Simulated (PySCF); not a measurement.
# Computed records: C2H6BSi

Computed with PySCF 2.14.0. Calculation on a computer-drawn molecule: optimised geometry and harmonic frequencies of an isolated molecule of the commonest isotopes, restricted reference for singlets and unrestricted otherwise, frozen core in MP2.

C2H6BSi

Start structure:
```xyz
10
C2H6BSi
C     -0.8377     1.7097     0.0686
C     -0.8011     0.1723    -0.2967
B     -1.1092    -0.4765    -1.4583
Si    -1.4600    -1.3125    -3.1284
H      0.1005     2.0684     0.3946
H     -1.1268     2.2084    -0.7752
H     -1.6200     1.8926     0.8193
H     -0.5078    -0.4030     0.6182
H     -2.6789    -1.7782    -3.6373
H     -0.5210    -1.5352    -4.1746
```

- charge: 0
- multiplicity: 2
- method: HF
- basis: cc-pV(D+d)Z

Drawn bonds:
```
atom  other atom  order
   1           2      1
   2           3      2
   3           4      1
   1           5      1
   1           6      1
   1           7      1
   2           8      1
   4           9      1
   4          10      1
```

**Q.** Give the missing total energy for C2H6BSi.
**A.** -392.7569 hartree

**Q.** What spin squared does the calculation give for C2H6BSi?
**A.** 0.8078

**Q.** Give the missing rotational constants for C2H6BSi.
**A.** 32.32, 2.013, 1.962 GHz

Further results for C2H6BSi:

- convergence status largest gradient component: 3.684e-05 hartree/bohr

Optimised structure:
```xyz
10
C2H6BSi
C     -0.8711     1.6779     0.0437
C     -0.8173     0.2031    -0.2733
B     -1.0787    -0.4413    -1.4831
Si    -1.3951    -1.5349    -3.0684
H      0.1021     2.0395     0.3871
H     -1.1596     2.2725    -0.8244
H     -1.5916     1.8803     0.8410
H     -0.5362    -0.4484     0.5551
H     -2.7806    -1.6635    -3.5623
H     -0.4341    -1.4390    -4.1853
```

Modes:
```
frequency (cm⁻¹)  reduced mass (dalton)
           124.5                  3.256
           156.8                  1.815
           200.3                  1.046
           265.6                  1.785
           339.9                  1.863
           488.9                  2.294
           561.7                  4.051
           646.4                  1.217
           736.3                  1.287
            1000                  1.158
            1013                  1.385
            1073                  2.278
            1131                  1.412
            1262                  1.485
            1516                  1.213
            1551                  2.131
            1582                  1.044
            1614                  1.424
            2330                  1.028
            2338                  1.054
            3167                  1.037
            3224                  1.102
            3249                  1.096
            3265                  1.089
```
